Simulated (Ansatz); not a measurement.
```xyz
11

B     1.665   -0.492   -1.137
Se    1.048    1.172   -0.522
C    -0.397    0.619    0.753
N    -1.622    0.656    0.025
O    -0.102   -0.551    1.438
H     2.527   -0.471   -1.959
H     1.220   -1.530   -0.742
H    -0.402    1.406    1.507
H    -1.607    0.049   -0.785
H    -2.398    0.396    0.624
H     0.067   -1.254    0.799
```

Total charge 0; spin multiplicity 1.

(1) List the ωB97M-V/def2-TZVPP orbital energies in eV (Ansatz). (An estimate is asked.)

## Answers

(1) Ansatz gave: Occupied: -12368.30, -1588.59, -1423.34, -1423.30, -1423.30, -526.60, -394.73, -284.64, -218.04, -188.50, -160.97, -160.82, -160.81, -60.85, -60.82, -60.79, -60.69, -60.68, -32.32, -27.92, -23.22, -20.99, -17.64, -16.95, -16.47, -15.40, -14.84, -12.72, -12.42, -11.49, -10.46, -10.32, -9.61. Lowest empty: 0.46, 2.20, 2.25, 2.95, 3.33, 3.59, 3.77, 4.48.
